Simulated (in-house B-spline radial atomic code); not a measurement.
The numbers below are computed, except where a source is named.
## Two electrons in InAs: a parabolic dot with ħω = 12.4 meV in all three directions

For InAs the NSM archive of the Ioffe Institute lists m* = 0.023 m0 and ε = 15.15. In so narrow a gap the band flattens within tens of meV, so real spacings are smaller, by up to some tenths.

Effective-mass model with parabolic bands, a uniform dielectric constant, no image charges, no central-cell or spin-orbit terms. Two-electron levels come from full CI in B-splines with partial waves to l = 5 (up to 0.001 effective hartree above the limit).

Task: What are the effective units, and what is the potential in them?

Result: Ha* = 27211.386 meV × 0.023/15.15² = 2.727 meV and a* = 0.0529177 nm × 15.15/0.023 = 34.86 nm. The frequency is ω = 4.53 Ha*. The one-electron levels are 3ω/2 = 6.7950 and 5ω/2 = 11.3250 Ha*.

In these units the lowest s and p orbitals lie at 6.7950 and 11.3250, and their Coulomb and exchange integrals are J_ss = 1.6982, J_sp = 1.4152 and K_sp = 0.283. (For a parabolic well J_ss = √(2ω/π).) Full CI gives 15.2157 for the ground singlet, 19.2348 for the sp triplet, 19.7461 for the sp singlet and 23.7648 for the lowest triplet of two s orbitals.

Task: What does it cost to add the second electron, to first order and exactly?

Result: To first order E = 2ε_s + J_ss = 15.2882, so the charging energy E(2) − 2E(1) is J_ss = 4.631 meV. CI gives 15.2157 − 2 × (6.7950) = 1.6257, or 4.433 meV: relaxation and correlation lower it by 0.1977 meV, 4.3 % of J_ss. The s² configuration of one-electron orbitals holds 99.4 % of the state, and the mean radius is 19.1 nm.

Task: How far above the singlet do the triplets lie?

Result: To first order the sp triplet lies at ε_s + ε_p + J_sp − K_sp = 19.2521, which is 10.81 meV above 2ε_s + J_ss. CI gives 19.2348 − (15.2157) = 4.0191, or 10.96 meV, 89 % of the orbital spacing of 12.35 meV. The ss triplet lies 23.31 meV up, so the lower of the two is the sp one, and its gap equals k_BT at 127 K. The sp singlet-triplet splitting is 1.394 meV, against 2K_sp = 1.544 meV. The sp singlet lies ħω above the ground state (4.5304 against 4.53), as Kohn's theorem demands for a parabolic well.
